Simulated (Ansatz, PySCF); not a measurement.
Gas-phase reaction R1 → P1, each structure at its B3LYP-D3(BJ)/def2-TZVP stationary point, reached from a drawn start; harmonic modes at that level show minima.
R1, C6H6 (SMILES c1ccccc1) (charge 0, multiplicity 1):
| atom | x (Å) | y (Å) | z (Å) |
|---|---|---|---|
| C | -0.7949 | 1.1404 | 0.0331 |
| C | -1.3845 | -0.1157 | -0.0577 |
| C | -0.5896 | -1.2561 | -0.0908 |
| C | 0.7949 | -1.1404 | -0.0331 |
| C | 1.3845 | 0.1157 | 0.0577 |
| C | 0.5896 | 1.2561 | 0.0908 |
| H | -1.4138 | 2.0283 | 0.0589 |
| H | -2.4624 | -0.2057 | -0.1026 |
| H | -1.0486 | -2.2340 | -0.1615 |
| H | 1.4138 | -2.0283 | -0.0589 |
| H | 2.4624 | 0.2057 | 0.1026 |
| H | 1.0486 | 2.2340 | 0.1615 |
P1, C6H6 (SMILES C1=CC1C1C=C1) (charge 0, multiplicity 1, Z-matrix in Å and degrees):
```
C
H 1 1.0923
C 1 1.5048 2 112.90
H 3 1.0923 1 112.90 2 180.00
C 3 1.5050 4 118.67 1 150.78
C 5 1.2892 3 64.64 4 105.02
H 6 1.0759 5 149.29 3 177.96
H 5 1.0759 6 149.29 7 0.00
C 1 1.5050 2 118.67 3 -150.78
C 9 1.2892 1 64.64 2 -105.02
H 10 1.0759 9 149.29 1 -177.96
H 9 1.0759 10 149.29 11 0.00
```

P less R. No zero-point or thermal terms. One arrangement of each flexible species, with no search for the lowest.

Correlated levels freeze the cores.

The values were computed with Ansatz (a first-principles code); PySCF for the D3/D4 terms. Each number belongs to the level named beside it.

### Question
Predict the reaction energy from B2PLYP-D4/def2-TZVPP.

### Answer
535 kJ/mol

### Question
Estimate the reaction energy that B3LYP-D4/def2-TZVPP returns for this input.

### Answer
538 kJ/mol

### Question
What reaction energy does PBE-D4/def2-TZVPP give?

### Answer
512 kJ/mol
